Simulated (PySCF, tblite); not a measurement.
Isomers of C5H11NO2Si2, one GFN2-xTB conformer each. Single-point energies are computed at PBE0/pcSseg-1 (PySCF, gas phase, no added dispersion term), electronic only.

```tsv
SMILES	GFN2-xTB relative energy (kcal/mol)
C=C[Si@@H](C(=C)O[SiH3])C(N)=O	87.2
CO[SiH2][Si@H](O)n1cccc1	0.0
```

Conformers: `[CH2:1]=[CH:2][Si@@H:3]([C:4](=[CH2:5])[O:6][SiH3:7])[C:8]([NH2:9])=[O:10]` with C1–C2–Si3–C4 13°, C2–Si3–C4–C5 -107°, Si3–C4–O6–Si7 -166°, C2–Si3–C8–N9 -85°, Si3–C8–N9–H 179° and -4°; `[CH3:1][O:2][SiH2:3][Si@H:4]([OH:5])[n:6]1[cH:7][cH:8][cH:9][cH:10]1` with C1–O2–Si3–Si4 -177°, O2–Si3–Si4–O5 -72°, Si3–Si4–O5–H 54°, Si3–Si4–N6–C7 -47°.

Problem. What does PBE0/pcSseg-1 give for the same structures?

Solution. 
| SMILES | PBE0/pcSseg-1 E (Eh) | PBE0/pcSseg-1 (kcal/mol) | GFN2-xTB (kcal/mol) | point group |
| --- | --- | --- | --- | --- |
| CO[SiH2][Si@H](O)n1cccc1 | -980.63620 | 0.0 | 0.0 | C1 |
| C=C[Si@@H](C(=C)O[SiH3])C(N)=O | -980.56070 | 47.4 | 87.2 | C1 |

Both levels put the same isomer lowest. As drawn, the lower has an aromatic ring, an O–H bond and an Si–Si bond, which the higher lacks; the higher has a C=O bond, an N–H bond and a C(=O)–N unit, which the lower lacks.

Problem. Which frontier levels, dipoles and rotational constants go with these structures?

Solution. 
```
                        SMILES  HOMO (eV, PBE0/pcSseg-1)  LUMO (eV)  dipole (D)       A, B, C (MHz)
      CO[SiH2][Si@H](O)n1cccc1                     -6.02      -0.62        3.90  2465, 491.3, 427.7
C=C[Si@@H](C(=C)O[SiH3])C(N)=O                     -6.71      -0.58        4.68  1216, 673.5, 565.8
```

Problem. What happens when harmonic zero-point energies from GFN2-xTB frequencies are added?

Solution. 
| SMILES | ZPE (kcal/mol) | electronic (kcal/mol) | with ZPE (kcal/mol) |
| --- | --- | --- | --- |
| CO[SiH2][Si@H](O)n1cccc1 | 94.8 | 0.0 | 0.0 |
| C=C[Si@@H](C(=C)O[SiH3])C(N)=O | 90.9 | 47.4 | 43.5 |

The zero-point energies span 3.9 kcal/mol. The order is unchanged.
